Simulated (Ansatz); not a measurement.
Cl4Si, triplet, at the geometry of the source list (a higher spin typed on purpose: for a closed-shell molecule this is an excited state). Base run: HF/pcseg-1 run with Ansatz (a quantum-chemistry and plane-wave program).

Geometry (Å):
```xyz
5

Cl    -1.1810    -1.2045    -1.1020
Si     0.0000     0.0000     0.0000
Cl    -0.7870     1.8543     0.0446
Cl     0.1288    -0.7203     1.8774
Cl     1.8392     0.0705    -0.8200
```
Charge 0, spin multiplicity 3.
Orbitals are unrestricted.
All else is at Ansatz's defaults.

Each row names what was changed in the base input (with any setting that the change needs).

| change | basis functions | E (Eh) | core-seconds (rough) | outcome |
|---|---|---|---|---|
| base | 90 | -2126.67006 | 30 | converged |
| basis = aug-cc-pVTZ | - | - | - | cut at the time limit |
| basis = 6-31G | ___ | ___ | 20 | converged |
| basis = def2-SVP | 90 | -2126.14872 | 30 | converged |
| basis = 6-31G* | 95 | -2126.74217 | 40 | converged |
| basis = 6-31G** | 95 | -2126.74217 | 40 | converged |
| basis = 6-31+G* | ___ | ___ | 60 | converged |
| basis = pcseg-2 | ___ | ___ | 90 | converged |
| basis = def2-TZVP | 185 | -2126.90804 | 100 | converged |
| basis = cc-pV(T+d)Z | 195 | -2126.94825 | 200 | converged |
| basis = def2-TZVPP | 210 | -2126.90847 | 200 | converged |

Problem. Complete the blanks.

Solution. 
- basis = 6-31G, basis functions: 65
- basis = 6-31G, E (Eh): -2126.56900
- basis = 6-31+G*, basis functions: 115
- basis = 6-31+G*, E (Eh): -2126.75161
- basis = pcseg-2, basis functions: 170
- basis = pcseg-2, E (Eh): -2126.90463

Totals compare only among sets that treat the same electrons; sets with core potentials leave the core out.
